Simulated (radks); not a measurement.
Valence configurations of Pr+ (all share [Xe]). Calculated with a radial shooting solver on a logarithmic mesh with Libxc functionals: Dirac Kohn-Sham, LDA (Slater exchange, Perdew-Wang correlation), spin-unpolarised, spherical densities, point nucleus; open shells fill j = l - 1/2 first. Energies are relative to 4f3 6s1; eigenvalues in eV.

valence	E (eV)	e(4f5/2)	e(5d3/2)	e(6p1/2)	e(6s1/2)
4f3 6s1	0.000	-7.384	-	-	-8.320
4f2 6s2	1.935	-14.904	-	-	-9.740
4f2 5d1 6s1	1.617	-12.593	-8.879	-	-8.864
4f2 6s1 6p1	5.160	-15.859	-	-6.997	-10.251
4f4	2.868	-2.908	-	-	-
4f2.5 5d0.5 6s1	0.309	-9.817	-8.253	-	-8.599
4f1.5 6s1 6p1.5	10.630	-20.730	-	-7.649	-11.160
4f2 6s0.5 6p1.5	6.794	-16.325	-	-7.204	-10.490
4f1 6s2 6p1	14.566	-25.026	-	-7.888	-11.586
4f1.5 5d0.5 6s1 6p1	8.128	-19.000	-11.823	-7.146	-10.501

NIST lists [Xe] 4f3 6s1 as the ground configuration; this level of theory agrees among the configurations tried. The energies are those of spherical spin-averaged densities, not of single terms.
